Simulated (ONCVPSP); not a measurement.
**Reading a pseudo-wave (K)**

Columns: radius, all-electron u(r) and pseudo u(r) of the 3p shell (level -18.81 eV) of potassium in the configuration [Ne] 3s2 3p6 4s1; PBE, scalar-relativistic, ONCV scheme, ONCVPSP 4.0.1.

```
r (bohr)  all-electron  pseudo
   0.108       -0.2958  0.0204
   0.215       -0.4333  0.0792
   0.322       -0.3058  0.1713
   0.430       -0.0537  0.2888
   0.538        0.2167  0.4191
   0.645        0.4508  0.5482
   0.752        0.6334  0.6664
   0.860        0.7635  0.7655
   0.968        0.8437  0.8374
   1.075        0.8825  0.8778
   1.182        0.8896  0.8881
   1.290        0.8732  0.8730
   1.398        0.8403  0.8402
   1.505        0.7969  0.7968
   1.612        0.7471  0.7471
   1.720        0.6937  0.6936
   1.828        0.6393  0.6393
   1.935        0.5862  0.5862
   2.042        0.5349  0.5349
   2.150        0.4858  0.4858
   2.258        0.4398  0.4398
   2.365        0.3974  0.3974
   2.472        0.3583  0.3583
   2.580        0.3222  0.3221
   2.688        0.2891  0.2891
   2.795        0.2594  0.2594
```

(1) How many radial nodes do the two functions have?

(2) At about which radius was the pseudo-wave matched?

(3) Where does each function peak?

(4) Is the pseudo-wave norm-conserving?

Results:

(1) The all-electron 3p function has n − l − 1 = 1; the pseudo-wave has 0, since the states of the same l below it are removed with the core.

(2) 1.40 bohr. The columns agree to 0.0005 from 1.29 bohr on; several derivatives are matched, so the curves merge somewhat inside the radius.

(3) Outermost all-electron maximum near 1.18 bohr, pseudo maximum near 1.18 bohr (to the table’s step).

(4) Yes: the ONCV scheme keeps the norm inside the radius equal to the all-electron one, which fixes the energy derivative of the logarithmic derivative at the level.
